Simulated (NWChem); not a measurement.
System meant: BBr$_{3}$; SMILES BrB(Br)Br

The following NWChem deck was run.

```
start job
memory heap 200 mb stack 900 mb global 1100 mb
geometry units angstroms noautoz
  B      0.000000     0.000000    -0.002844
  Br    -1.882973    -0.248280    -0.002836
  Br     0.726470     1.754842    -0.002836
  Br     1.156503    -1.506563    -0.002836
end
basis spherical
  B library def2-svp
  Br library def2-svp
end
dft
  xc xpbe96 cpbe96
  iterations 4
  mulliken
end
task dft energy
```

End of the output:

```
    Atom       Charge   Shell Charges
 -----------   ------   -------------------------------------------------------
    1 B    5     5.62   1.96  0.61  0.30  1.41  1.06  0.27
    2 Br  35    34.79   2.00  2.00  1.96  1.11  0.67  5.99  5.81  2.46  2.76  7.83  2.04  0.17
    3 Br  35    34.79   2.00  2.00  1.96  1.11  0.67  5.99  5.81  2.46  2.76  7.83  2.04  0.17
    4 Br  35    34.79   2.00  2.00  1.96  1.11  0.67  5.99  5.81  2.46  2.76  7.83  2.04  0.17

 center of mass
 --------------
 x =   0.00000000 y =  -0.00000000 z =   0.00000000

 moments of inertia (a.u.)
 ------------------
        1544.184642211353           0.000000000000          -0.000000000000
           0.000000000000        1544.184642211352           0.000000000000
          -0.000000000000           0.000000000000        3088.369284422705

     Multipole analysis of the density
     ---------------------------------

     L   x y z        total         alpha         beta         nuclear
     -   - - -        -----         -----         ----         -------
     0   0 0 0     -0.000000    -55.000000    -55.000000    110.000000

     1   1 0 0     -0.000000     -0.000000     -0.000000      0.000000
     1   0 1 0      0.000000      0.000000      0.000000     -0.000000
     1   0 0 1      0.000000     -0.000000     -0.000000      0.000000

     2   2 0 0    -43.491758   -359.889206   -359.889206    676.286655
     2   1 1 0     -0.000000     -0.000000     -0.000000     -0.000000
     2   1 0 1     -0.000000     -0.000000     -0.000000      0.000000
     2   0 2 0    -43.491758   -359.889206   -359.889206    676.286655
     2   0 1 1      0.000000      0.000000      0.000000     -0.000000
     2   0 0 2    -43.991380    -21.995690    -21.995690      0.000000

 ------------------------------------------------------------------------
 dft energy failed                                                                                  0
 ------------------------------------------------------------------------
 ------------------------------------------------------------------------
  current input line :
    18: task dft energy
 ------------------------------------------------------------------------
 ------------------------------------------------------------------------
 This type of error is most commonly associated with calculations not reaching convergence criteria
 ------------------------------------------------------------------------
 For more information see the NWChem manual at https://nwchemgit.github.io

0:dft energy failed:Received an Error in Communication
```

**Question.** Find the fault in this run and fix the input.

**Answer.** Convergence was not reached. Cause: the SCF was allowed too few iterations. This input runs:
```
start job
memory heap 200 mb stack 900 mb global 1100 mb
geometry units angstroms noautoz
  B      0.000000     0.000000    -0.002844
  Br    -1.882973    -0.248280    -0.002836
  Br     0.726470     1.754842    -0.002836
  Br     1.156503    -1.506563    -0.002836
end
basis spherical
  B library def2-svp
  Br library def2-svp
end
dft
  xc xpbe96 cpbe96
  iterations 150
  mulliken
end
task dft energy
```
It converges to -7745.27399 Ha (PBE/def2-SVP).
